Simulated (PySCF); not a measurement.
# Ionisation energy of O+ by level of theory

O+ [He] 2s2 2p3 (4S) → O(2+) [He] 2s2 2p2 (3P), as a difference of total energies. All numbers are calculated (PySCF 2.14, scalar relativity by spin-free X2C-1e, in Sapporo-DZP-2012). Correlated levels: valence: 1s2 frozen. The calculations carry no spin-orbit coupling.

| method | ionisation energy (eV) |
| --- | --- |
| UHF | 34.532 |
| M06-L | 35.339 |
| PBE | 35.297 |
| MP2 (valence) | 35.006 |
| SCS-MP2 (valence) | 34.792 |
| CCSD (valence) | 34.811 |
| CCSD(T) (valence) | 34.810 |

Problem. How much does correlation contribute at CCSD(T) (valence)?

Solution. 34.810 − (34.532) = 0.278 eV, measured against UHF.

Errors of the correlated levels include the incompleteness of this basis and the frozen core.

For comparison: 35.121 eV (measured; NIST Atomic Spectra Database, ionization energies).
